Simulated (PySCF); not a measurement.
A calculated (M06-2X, PySCF 2.14, jorge-DZP-DKH, the spin-free X2C one-electron Hamiltonian (Gaussian nucleus)) atom or ion has these occupied shells.

```
shell  electrons  orbital energy (eV)  rms radius, mean of both spins (bohr)
 1s α          1             -11070.7                                 0.0542
 1s β          1             -11070.6                                 0.0542
 2s α          1              -1417.3                                  0.228
 2s β          1              -1417.3                                  0.228
 2p α          3              -1242.1                                  0.203
 2p β          3              -1242.1                                  0.203
 3s α          1              -191.55                                  0.671
 3s β          1              -191.46                                  0.671
 3p α          3              -137.16                                  0.701
 3p β          3              -137.06                                  0.701
 3d α          5              -46.083                                  0.810
 3d β          5              -46.022                                  0.810
 4s α          1              -22.238                                   2.25
 4s β          1              -20.565                                   2.25
 4p α          1              -13.622                                   2.82
```

Q: Name the element and its charge.

A: Ge⁺ (germanium, charge +1), in [Ar] 3d10 4s2 4p1, 2P determinant.
